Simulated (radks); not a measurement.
Spin polarisation of the 4d2 shell in Zr. Start: [Kr] 4d(up 1, down 1) 5s2; electrons of 4d are moved from spin down to spin up, other shells keep equal spins. All-electron calculation, non-relativistic Kohn-Sham, SCAN, spin-polarised, spherical densities, point nucleus; meta-GGA in the generalised Kohn-Sham scheme. Program: a radial shooting solver on a logarithmic mesh with Libxc functionals.

| moment (Bohr magnetons) | E - E(0) (eV) | e(4d up) (eV) | e(4d down) (eV) | 5s down minus up (eV) | 4p down minus up (eV) |
|---|---|---|---|---|---|
| 0 | 0.000 | -3.858 | -3.858 | 0.000 | 0.000 |
| 0.5 | -0.060 | -4.095 | -3.617 | 0.100 | 0.357 |
| 1 | -0.238 | -4.321 | -3.375 | 0.215 | 0.714 |
| 1.5 | -0.529 | -4.481 | -3.110 | 0.442 | 1.080 |

At moment 1.5 the spin-polarisation energy is -0.529 eV and the 4d exchange splitting 1.372 eV, that is 0.914 eV per Bohr magneton; E = -I m^2/4 would give I = 0.941 eV.
